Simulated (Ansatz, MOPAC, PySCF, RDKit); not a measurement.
Isomers of CH2N2Si. Isolated molecules, 0 K electronic values unless said otherwise. Strings in code marks are SMILES.

Quantity: electronic energy of isomers of CH2N2Si relative to `[H]/N=[SiH]/C#N`, in eV. The restricted reference of `[H]/N=[SiH]/C#N` is unstable towards unrestricted orbitals. Semi-empirical values (MOPAC) are differences of heats of formation. Force-field values (RDKit) are differences of steric energies, which aren't made for comparing isomers with other bonds.

Level 1: frozen-core CCSD(T)/cc-pVTZ // CAM-B3LYP-D3(BJ)/def2-TZVP (Ansatz, an electronic-structure program)
Level 2: B3LYP/6-311+G** // CAM-B3LYP-D3(BJ)/def2-TZVP (PySCF)
Level 3: PM7 // CAM-B3LYP-D3(BJ)/def2-TZVP (MOPAC)
Level 4: UFF, relaxed from the DFT geometry (RDKit)

```csv
species,level 1,level 2,level 3,level 4
`N#CN=[SiH2]`,0.408,0.171,0.55,-0.002
`[H]/N=[si]1/cn1`,1.54,1.54,0.82,1.14
```
